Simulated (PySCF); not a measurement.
[Ce(H2O)2]3+ at several levels of theory

Computed with PySCF 2.14.0 (density fitting, no spin-orbit coupling) at the geometry relaxed with PBE0:

```xyz
7
[Ce(H2O)2]3+ (singlet in the valence; each metal's 4f electrons, 1 of them, lie in its core potential, out of spins and levels)
Ce    1.0741    0.0530   -0.0019
O    -0.1808    0.0697    1.9756
H     0.1522    0.1684    2.9047
H    -1.1590   -0.0189    2.1059
O    -0.1793   -0.0957   -1.9752
H     0.1577   -0.2265   -2.8991
H    -1.1596   -0.0407   -2.1099
```

```json
{"level": "PBE0", "basis": "Ce lcecp-1-SVP with ECP47, O def2-SVP, H def2-SVP", "state": "singlet", "HOMO (eV)": "-25.90", "gap (eV)": "7.70", "charge on Ce1 (e)": "2.31", "population of f-type functions on Ce1 (polarisation alone where 4f lies in the core)": "0.04", "dipole about the centre of mass (D)": "2.35", "largest force component (eV/Å)": "0.02"}
{"level": "BP86", "basis": "the same", "state": "singlet", "HOMO (eV)": "-24.25", "gap (eV)": "5.13", "charge on Ce1 (e)": "2.22", "population of f-type functions on Ce1 (polarisation alone where 4f lies in the core)": "0.04", "dipole about the centre of mass (D)": "2.64", "largest force component (eV/Å)": "0.54"}
{"level": "PBE0", "basis": "Ce lcecp-1-TZVP with ECP47, O def2-TZVP, H def2-TZVP", "state": "singlet", "HOMO (eV)": "-25.91", "gap (eV)": "7.80", "charge on Ce1 (e)": "2.44", "population of f-type functions on Ce1 (polarisation alone where 4f lies in the core)": "0.05", "dipole about the centre of mass (D)": "2.38", "largest force component (eV/Å)": "0.28"}
```

In the lcecp rows the 4f levels are missing from HOMO and gap, and the state counts the valence alone.

Charges are Mulliken's, which hang on the basis. The relaxation used the grid (50, 194), these runs (75, 302) or, all-electron (x2c bases, spin-free X2C Hamiltonian), (99, 590).

Task: What does B3LYP with Ce lcecp-1-SVP with ECP47, O def2-SVP, H def2-SVP give here?

Result: state singlet, HOMO (eV) -25.58, gap (eV) 7.09, charge on Ce1 (e) 2.28, population of f-type functions on Ce1 (polarisation alone where 4f lies in the core) 0.04, dipole about the centre of mass (D) 2.40, largest force component (eV/Å) 0.17. Time: 3.1 s on 2 threads of Intel(R) Xeon(R) 6975P-C (Granite Rapids), with other jobs on the host, from an already converged density.

In the first row's basis the gap widens with exact exchange: 5.1 eV for BP86 (none); 7.1 to 7.7 eV for B3LYP, PBE0 (a fixed share).

An lcecp potential fixes the number of 4f electrons, so in runs with it no electron can move into or out of that shell.
